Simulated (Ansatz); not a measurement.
BH3S (SMILES BS) moved off its minimum; all values from Ansatz (a first-principles code), cores frozen in correlated methods.
(charge 0, multiplicity 1)
```xyz
5

B     -0.82179    -0.93483     0.04072
H     -0.34653    -1.96303     0.51953
H     -1.86800    -0.78532    -0.10671
S      0.51389     0.37116     0.00730
H     -0.33583     1.37353    -0.50592
```

| level | largest force (eV/Å) | on atom | rms difference from CCSD(T)/aug-cc-pV(T+d)Z (eV/Å) | dipole (D) |
|---|---|---|---|---|
| HF/def2-TZVPP | 6.26 | B1 | 0.238 | 1.21 |
| PBE/def2-TZVPP | 6.04 | B1 | 0.147 | 0.98 |
| r2SCAN/def2-TZVPP | 6.10 | B1 | 0.062 | 1.02 |
| B3LYP/def2-TZVPP | 5.98 | B1 | 0.061 | 0.98 |
| wB97M-V/def2-TZVPP | 6.06 | B1 | 0.084 | 1.00 |
| MP2/aug-cc-pV(T+d)Z | 6.13 | B1 | 0.083 | 0.99 |
| CCSD(T)/aug-cc-pV(T+d)Z | 6.04 | B1 | 0.000 | 0.95 |

The differences count from one level among others, with limits of its own. Forces at CCSD(T)/aug-cc-pV(T+d)Z (eV/Å):

```tsv
atom	Fx	Fy	Fz
B1	5.732	-0.461	1.853
H2	-0.473	0.486	-0.568
H3	-3.815	0.775	-0.969
S4	-2.510	0.080	-0.887
H5	1.067	-0.880	0.571
```
